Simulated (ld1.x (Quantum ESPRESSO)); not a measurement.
**Configuration tests for iodine (I) (TM semilocal)**

I (Z = 53), norm-conserving Troullier–Martins (semilocal form), made with ld1.x (Quantum ESPRESSO) 7.5 (LDA (PZ), scalar-relativistic). Core [Kr], reference 4d10 5s2 5p5. Waves: 5s (bound): rc 1.30 bohr; 5p (bound): rc 1.90 bohr; 4d (bound): rc 0.90 bohr. Local part: the d channel. Core correction: a·sin(br)/r model core, default radius (core density twice the valence density).

Energies are relative to the spin-unpolarised reference configuration 4d10 5s2 5p5; without spin polarisation the order of configurations can differ from experiment. Spin-polarised rows fill each open shell by Hund’s rule, majority spin first. The frozen-core shift is the all-electron ΔE with the core orbitals held at their reference shape minus the fully relaxed ΔE.

```tsv
valence configuration	charge	ΔE all-electron (eV)	error AE − PS (meV)	frozen-core shift (meV)
4d10 5s2 5p4	+1	11.305	-0.2	+2.4
4d10 5s2 5p3	+2	31.369	+7.3	+7.6
4d10 5s1 5p6	0	10.512	-12	+0.1
4d10 5s2 5p5.3	-0.3	-1.829	+0.6	-0.3
4d10 5s2 5p4.5	+0.5	4.615	-0.8	+0.9
4d9 5s2 5p5	+1	58.313	+49	+176
4d10 5s2 5p5 (spin-polarised)	0	-0.121	+1.8	+0.1
4d10 5s2 5p4 (spin-polarised)	+1	10.743	+8.0	+2.7
```

Problem. What are ΔE and the potential's error for 4d10 5s2 5p2?

Solution. ΔE = 60.983 eV all-electron; the error (AE − PS) is +29 meV.

A variational frozen-core shift is positive and of second order in the change. This column holds negative values, so the frozen-core run of ld1.x carries numerical noise or an error of first order here, and the column gives no more than the rough size of the effect.
